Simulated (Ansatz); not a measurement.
A run for Ansatz (a first-principles code): R-PBE0/def2-TZVPP on H4SeSn (SMILES [SeH][SnH3]), a point of a torsion scan. Elements past Kr take the def2 small-core potentials; no spin–orbit coupling.

Ansatz 0.2 input:
```yaml
crystal:
  periodic: [false, false, false]
  atoms:
    - {symbol: Se, position_ang: [1.71755535, -0.91343292, -0.12875136]}
    - {symbol: Sn, position_ang: [-0.60906657, -0.00865938, 0.01970391]}
    - {symbol: H, position_ang: [2.34581389, 0.37042587, 0.01629355]}
    - {symbol: H, position_ang: [-0.73631885, 1.43686219, -0.81937394]}
    - {symbol: H, position_ang: [-1.07127272, 0.26485932, 1.60831300]}
    - {symbol: H, position_ang: [-1.63934394, -1.13526110, -0.65211458]}
basis:
  gaussian:
    orbitals: def2-TZVPP
hamiltonian:
  xc: {name: PBE0}
scf: {lower_state_search: off}
```

It printed:

```
WARN ansatz: RAYON_NUM_THREADS=1 ignored (pool sized by the plan → 1); use --threads N
Functional definition: PBE0
these checks for a lower state are left out or cut short: stability, starts, cluster_reference, orbital_swaps, neighbouring_geometries, increment
integrals: 0.07 GiB planned
1109 factors; their error is unknown
mean field: 0.66 GiB planned
mean field evaluation 1: about -71237.8953 eV, gradient 1.4e1 eV
mean field evaluation 2: about -71238.1566 eV, gradient 9.0e0 eV
mean field evaluation 4: about -71238.3175 eV, gradient 3.4e-1 eV
mean field evaluation 8: about -71238.8079 eV, gradient 7.8e-2 eV
mean field evaluation 16: about -71238.8079 eV, gradient 3.3e-6 eV
mean field -71238.80793626 eV, -2617.9779042594 hartree, gradient 3.3e-6 eV, S^2 0.000000; 0 other end points of the search recorded, 0 dependent functions left out
reference -71238.80796871 eV, -2617.9779054517 hartree; 30, 30 occupied and 124, 124 virtual orbitals, 1109 factors
Total energy: -71238.80796871 eV, -2617.9779054517 hartree
Checks for a lower state left out: stability, starts, cluster_reference, orbital_swaps, neighbouring_geometries, increment
```

The run converged.

Cost: about 2.3 core-seconds (a rough figure).
